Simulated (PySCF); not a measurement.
# Deuteron quadrupole couplings in `Cc1cccc(OC=O)c1O`

C8H8O3.
Geometry (GFN2-xTB, Å), atoms numbered from 1 in this order:
```xyz
19
C8H8O3 angstrom
C      2.5732   -0.2830    0.4841
C      1.2562    0.3360    0.1377
C      1.1263    1.6901   -0.0904
C     -0.1019    2.2431   -0.4215
C     -1.2027    1.4243   -0.5232
C     -1.0963    0.0533   -0.2924
O     -2.3300   -0.6057   -0.4889
C     -2.7224   -1.7682   -0.0500
O     -2.1178   -2.5905    0.5922
C      0.1370   -0.5162    0.0393
O      0.3730   -1.8235    0.2478
H      2.4821   -0.8679    1.3975
H      3.3365    0.4782    0.6161
H      2.8806   -0.9669   -0.3055
H      1.9978    2.3222   -0.0100
H     -0.1954    3.3022   -0.6000
H     -2.1734    1.8137   -0.7864
H     -3.7682   -1.9179   -0.3651
H     -0.4645   -2.3141    0.4112
```

Level: PBE0/pcSseg-1 (PySCF, non-relativistic); Q(2H) = 0.00286 b; rigid geometry, the same for H and D, with no vibrational averaging.

Problem. Rank these positions by the coupling χzz of a deuteron there, largest first.
A. H19 (phenol-type hydroxyl hydrogen)
B. H15 (aromatic hydrogen)
C. H13 (methyl hydrogen)
D. H18 (formyl hydrogen)

Solution. A (228 kHz), B (220 kHz), C (213 kHz), D (184 kHz).

Problem. What are Vzz, η and χzz (234.96 MHz × Q × Vzz) at all hydrogens?

Solution. 
```tsv
atom	bonded to	bond length (Å)	Vzz (au)	η	χzz (kHz)
H12	C1	1.088	0.3115	0.03	209
H13	C1	1.086	0.3170	0.04	213
H14	C1	1.089	0.3115	0.03	209
H15	C3	1.080	0.3274	0.07	220
H16	C4	1.078	0.3317	0.07	223
H17	C5	1.078	0.3294	0.07	221
H18	C8	1.103	0.2742	0.04	184
H19	O11	0.984	0.3396	0.18	228
```

Problem. Average by the element that carries the hydrogen.

Solution. on C: 211 kHz over 7 positions, mean bond length 1.086 Å; on O: 228 kHz over 1 position, mean bond length 0.984 Å.

Problem. How does χzz go with the bond length over the 7 C–H bonds?

Solution. A straight-line fit has a slope of -15.2 kHz for each 0.01 Å, with a correlation coefficient of -0.99, over lengths from 1.078 to 1.103 Å. The longer bonds have the smaller couplings here.

The structure is a single GFN2-xTB conformer in the gas phase; no vibrational or solvent corrections. GFN2-xTB bond lengths can be off by several hundredths of an ångström, more for odd bonds, and the gradients follow them. These gradients aren't converged with respect to the basis.
